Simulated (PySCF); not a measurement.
Point-charge models of `CCOB(Cl)OCC` (diethoxychloroborane) against its computed dipole.

Coordinates (PBE0-D3(BJ)/def2-SVP, Å) and charges (e) from the PBE0/pcSseg-1 density (PySCF):

| atom | x | y | z | Mulliken | IAO | Hirshfeld | ESP-fitted |
| --- | --- | --- | --- | --- | --- | --- | --- |
| C1 | -2.846 | 0.303 | -0.271 | -0.3220 | -0.4218 | -0.1209 | -0.3062 |
| C2 | -1.632 | -0.230 | -0.997 | +0.0234 | -0.0391 | +0.0127 | +0.2717 |
| O3 | -0.459 | -0.073 | -0.223 | -0.5126 | -0.4089 | -0.1662 | -0.3768 |
| B4 | -0.016 | -0.950 | 0.701 | +0.6390 | +0.4355 | +0.2461 | +0.5692 |
| Cl5 | -0.865 | -2.483 | 1.011 | -0.2885 | -0.1390 | -0.1039 | -0.2171 |
| O6 | 1.087 | -0.700 | 1.427 | -0.4724 | -0.3981 | -0.1813 | -0.5232 |
| C7 | 1.832 | 0.491 | 1.234 | +0.0298 | -0.0393 | +0.0153 | +0.4154 |
| C8 | 2.828 | 0.344 | 0.106 | -0.3258 | -0.4212 | -0.1196 | -0.4389 |
| H9 | -2.707 | 1.360 | 0.001 | +0.1233 | +0.1438 | +0.0421 | +0.0930 |
| H10 | -3.740 | 0.224 | -0.909 | +0.1211 | +0.1464 | +0.0496 | +0.0835 |
| H11 | -3.031 | -0.273 | 0.648 | +0.1296 | +0.1465 | +0.0364 | +0.0835 |
| H12 | -1.772 | -1.294 | -1.252 | +0.1215 | +0.1338 | +0.0309 | -0.0046 |
| H13 | -1.464 | 0.322 | -1.934 | +0.1231 | +0.1468 | +0.0457 | +0.0181 |
| H14 | 1.148 | 1.333 | 1.037 | +0.1117 | +0.1327 | +0.0365 | -0.0264 |
| H15 | 2.349 | 0.690 | 2.185 | +0.1261 | +0.1475 | +0.0460 | +0.0116 |
| H16 | 3.498 | -0.509 | 0.289 | +0.1264 | +0.1455 | +0.0429 | +0.1367 |
| H17 | 2.309 | 0.183 | -0.851 | +0.1273 | +0.1447 | +0.0397 | +0.1093 |
| H18 | 3.441 | 1.253 | 0.014 | +0.1191 | +0.1441 | +0.0479 | +0.1014 |

Q: What dipole does each set of charges give (1 e·Å = 4.803 D), and what does the density give?

A: The full density gives (-0.16, 2.24, -1.50) D, 2.70 D in size; dipole vectors point from the negative to the positive end.

| scheme | μx | μy | μz | size (D) | share of the full size (%) | angle to the full dipole (°) |
| --- | --- | --- | --- | --- | --- | --- |
| Mulliken | -0.15 | 3.18 | -2.08 | 3.80 | 141 | 1 |
| IAO | -0.60 | 2.07 | -1.73 | 2.77 | 103 | 11 |
| Hirshfeld | 0.02 | 1.20 | -0.76 | 1.42 | 53 | 4 |
| ESP-fitted | -0.13 | 2.28 | -1.49 | 2.72 | 101 | 1 |

Q: Which set comes closest?

A: Length of the difference vector: ESP-fitted 0.05 D, IAO 0.53 D, Mulliken 1.11 D, Hirshfeld 1.29 D. Closest: ESP-fitted. ESP charges are fitted to the potential around the molecule, whose slowest-falling term is the dipole's. 

Q: What is left for the Hirshfeld atoms' own dipoles?

A: The Hirshfeld atoms' densities add up to the full density, so μ = Σ q r + Σ (atomic dipoles). The atomic dipoles sum to (-0.16, 2.24, -1.50) − (0.02, 1.20, -0.76) = (-0.18, 1.04, -0.74) D, 1.29 D in size.

Q: With the origin at the mean of the coordinates, (-0.002, -0.001, 0.123) Å, which are the largest single terms, by size, of the Mulliken dipole along the direction of the full one?

A: Cl5 +3.47, B4 -3.40, O6 +3.10, C1 -0.99, H13 +0.88 D; all 18 atoms together +3.80 D. The single terms depend on the origin, their sum doesn't.

Q: Give the size of the full dipole in other units.

A: 2.70 D = 1.061 au = 0.561 e·Å = 8.99 × 10⁻³⁰ C·m.

The structure is a single PBE0-D3(BJ)/def2-SVP conformer in the gas phase; no vibrational or solvent corrections.

The run behind these numbers computed NMR shieldings as well. On an Arm Neoverse V1 with one thread, shared host, this took 36 s of wall time (grids of density and orbitals included) and 1.3 GiB of memory at its peak.

Conformer computed: `[CH3:1][CH2:2][O:3][B:4]([Cl:5])[O:6][CH2:7][CH3:8]`: C1–C2–O3–B4 87°, C2–O3–B4–Cl5 2°, O3–B4–O6–C7 -1°, B4–O6–C7–C8 -85°.
